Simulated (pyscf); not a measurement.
## H₃Si–SiH₂–Ge(SiH₃)(SiH₃)–SiH(SiH₃)–SiH₃, singlet

Gas-phase minimum from PySCF at ωB97X-D3(BJ)/def2-SVP, one conformer. 

```xyz
26

Si    -0.5595     3.3990     0.8469
Si     1.2714     2.1087     0.1962
Ge     0.4237     0.0805    -0.6746
Si     1.8449    -0.8393    -2.3175
Si    -1.7246     0.4497    -1.5873
Si     0.1758    -1.4864     1.0738
Si    -1.2779    -3.1368     0.3065
Si    -0.7882    -0.4273     2.9105
H     -0.1485     4.6781     1.4968
H     -1.4212     2.6274     1.7881
H     -1.3605     3.7107    -0.3748
H      2.0411     2.8415    -0.8544
H      2.1823     1.8309     1.3468
H      3.2004    -1.0735    -1.7389
H      1.9673     0.0893    -3.4797
H      1.2907    -2.1407    -2.7944
H     -2.2059    -0.7964    -2.2524
H     -2.6799     0.8203    -0.5021
H     -1.6818     1.5506    -2.5936
H      1.5067    -2.0614     1.4393
H     -1.4103    -4.2573     1.2840
H     -2.6197    -2.5098     0.1126
H     -0.8125    -3.6817    -1.0032
H     -2.1367     0.0763     2.5168
H      0.0499     0.7270     3.3513
H     -0.9435    -1.3766     4.0524
```

Bonded distances (Å): Si1–Si2 2.332, Si1–H9 1.492, Si1–H10 1.491, Si1–H11 1.494, Si2–Ge3 2.364, Si2–H12 1.494, Si2–H13 1.494, Ge3–Si4 2.359, Ge3–Si5 2.363, Ge3–Si6 2.361, Si4–H14 1.492, Si4–H15 1.493, Si4–H16 1.493, Si5–H17 1.492 (the first ones only). Bond angles (°): Si2–Si1–H9 112.3, Si2–Si1–H10 110.1, Si2–Si1–H11 108.0, H9–Si1–H10 109.1, H9–Si1–H11 109.0, H10–Si1–H11 108.3, Si1–Si2–Ge3 107.2, Si1–Si2–H12 109.2, Si1–Si2–H13 111.5, Ge3–Si2–H12 110.3, Ge3–Si2–H13 110.1, H12–Si2–H13 108.6, Si2–Ge3–Si4 112.0, Si2–Ge3–Si5 109.5 (the first ones only).

Properties at ωB97X-D3(BJ)/def2-SVP:

- Harmonic wavenumbers, unscaled = 25, 48, 55, 61, 67, 74, 84, 86, 90, 92, 108, 116, 118, 128, 170, 177, 299, 348, 352, 382, 393, 436, 440, 463, 471, 492, 502, 513, 529, 535, 543, 550, 567, 583, 686, 693, 705, 721, 876, 882, 893, 895, 915, 936, 947, 950, 952, 953, 954, 954, 956, 957, 959, 960, 2220, 2227, 2236, 2238, 2240, 2241, 2242, 2246, 2247, 2248, 2250, 2251, 2251, 2252, 2253, 2255, 2255, 2264 cm⁻¹
- Zero-point energy = 97.3 kcal/mol
- Rotational symmetry number = 1
- Entropy of this conformer at 298 K and 1 atm, rigid rotor and harmonic oscillator, modes under 100 cm⁻¹ raised to 100 = 606.8 J/(mol K)
- Dipole moment = 0.30 D

Single-point totals, which compare only within one level:

```
level                   total energy (hartree)
----------------------  ----------------------
ωB97X-D3(BJ)/def2-TZVP             -4114.55374
PBE/def2-TZVP                      -4112.94808
r²SCAN/def2-TZVP                   -4114.15285
B3LYP-D3(BJ)/def2-TZVP             -4114.62273
PBE0-D3(BJ)/def2-TZVP              -4113.26186
M06-2X/def2-TZVP                   -4114.16698
ωB97M-D3(BJ)/def2-TZVP             -4114.65786
```

The lowest mode is so soft that the shape along it may change with the basis. Soft torsions are taken as harmonic, which can shift the entropy by several J/(mol K). Elements up to Kr have no core potential and no relativistic terms here.
